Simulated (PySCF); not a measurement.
Job file and geometry (Å, from GFN2-xTB) of an NMR shielding run on SMILES C/C=C\CNB(C)N, C$_{5}$H$_{13}$BN$_{2}$, GIAO PBE0/pcSseg-1 NMR shielding, non-relativistic, gas phase (PySCF); density fitting, a coarse starting grid and PySCF grid level 2 are the driver's defaults:

```
$ OMP_NUM_THREADS=1 python probes_run.py task.json out

{"job": {"kind": "nmr", "xc": "PBE0", "basis": "pcSseg-1"}, "charge": 0, "multiplicity": 1}
C     -3.361048     0.396172    -0.184952
C     -2.566899    -0.726978     0.398825
C     -1.288904    -1.005943     0.189115
C     -0.315604    -0.225600    -0.651690
N      0.571467     0.550420     0.189729
B      1.959342     0.412454     0.363780
C      2.809430    -0.644427    -0.473809
N      2.604143     1.253678     1.289233
H     -4.167963    -0.000522    -0.801124
H     -2.753237     1.059150    -0.792290
H     -3.817091     0.978720     0.615419
H     -3.136170    -1.369457     1.060681
H     -0.845786    -1.845180     0.709304
H      0.291344    -0.918496    -1.236524
H     -0.843633     0.435769    -1.349770
H      0.066014     1.217943     0.753645
H      2.778767    -0.421426    -1.538888
H      3.855285    -0.651085    -0.176813
H      2.432391    -1.657432    -0.348903
H      2.125824     1.944128     1.840521
H      3.593407     1.235055     1.453444
```

Q: Write the output of this run.

A: 
```
coarse grid: 16704 points
cycle   1  E = -332.2022692382  dE =  8.357e-01  |g| = 6.074e-01  |ddm| = 3.891e+00
cycle   2  E = -332.1858243944  dE =  1.644e-02  |g| = 6.822e-01  |ddm| = 1.052e+00
cycle   3  E = -332.2955269151  dE = -1.097e-01  |g| = 5.360e-02  |ddm| = 5.621e-01
cycle   4  E = -332.2959583741  dE = -4.315e-04  |g| = 2.956e-02  |ddm| = 5.932e-02
cycle   5  E = -332.2961495667  dE = -1.912e-04  |g| = 6.822e-03  |ddm| = 2.416e-02
cycle   6  E = -332.2961585619  dE = -8.995e-06  |g| = 3.151e-03  |ddm| = 7.236e-03
final grid: 159072 points
cycle   7  E = -332.3373175572  dE = -4.932e-05  |g| = 1.156e-02  |ddm| = 3.310e-02
cycle   8  E = -332.3372969783  dE =  2.058e-05  |g| = 1.502e-02  |ddm| = 1.867e-02
cycle   9  E = -332.3373480604  dE = -5.108e-05  |g| = 2.077e-03  |ddm| = 1.078e-02
cycle  10  E = -332.3373491396  dE = -1.079e-06  |g| = 2.726e-04  |ddm| = 1.802e-03
cycle  11  E = -332.3373491546  dE = -1.498e-08  |g| = 1.270e-04  |ddm| = 3.096e-04
cycle  12  E = -332.3373491580  dE = -3.431e-09  |g| = 2.639e-05  |ddm| = 1.030e-04
cycle  13  E = -332.3373491582  dE = -1.572e-10  |g| = 4.037e-06  |ddm| = 2.562e-05
converged SCF energy = -332.3373491582

GIAO shielding tensors (ppm)
atom      isotropic    diamagn.    paramagn.     s11        s22        s33       span
  0 C      171.783     248.369     -76.586    154.134    177.084    184.130     29.996
  1 C       55.431     255.800    -200.369    -53.648     61.304    158.636    212.284
  2 C       47.926     258.558    -210.632    -68.019     61.410    150.386    218.405
  3 C      144.340     245.953    -101.613    121.594    141.470    169.956     48.362
  4 N      172.596     324.012    -151.416    119.825    172.282    225.681    105.857
  5 B       73.702     194.289    -120.587     54.402     57.658    109.047     54.645
  6 C      188.526     252.117     -63.591    185.611    186.852    193.116      7.505
  7 N      200.616     316.656    -116.039    156.425    194.038    251.386     94.961
  8 H       30.080      27.005       3.075     26.007     27.322     36.910     10.903
  9 H       29.493      31.948      -2.455     24.782     30.956     32.742      7.961
 10 H       30.094      28.578       1.516     26.443     27.495     36.344      9.901
 11 H       25.982      31.161      -5.180     23.295     25.917     28.733      5.438
 12 H       25.889      33.706      -7.817     22.849     25.395     29.423      6.574
 13 H       28.380      33.418      -5.039     23.690     29.581     31.868      8.179
 14 H       27.698      32.610      -4.912     23.130     26.749     33.215     10.085
 15 H       30.007      37.040      -7.033     22.292     32.148     35.580     13.288
 16 H       31.444      31.175       0.269     27.014     29.630     37.687     10.673
 17 H       31.884      29.589       2.295     27.484     29.964     38.203     10.719
 18 H       31.470      32.489      -1.019     26.800     30.420     37.189     10.389
 19 H       29.870      32.419      -2.549     23.571     27.551     38.489     14.918
 20 H       29.578      30.222      -0.644     23.192     27.093     38.449     15.257
```

Size and cost of the density-fitted run: 201 basis functions, 39 s wall time on 1 thread of an Arm Neoverse V2, shared host.
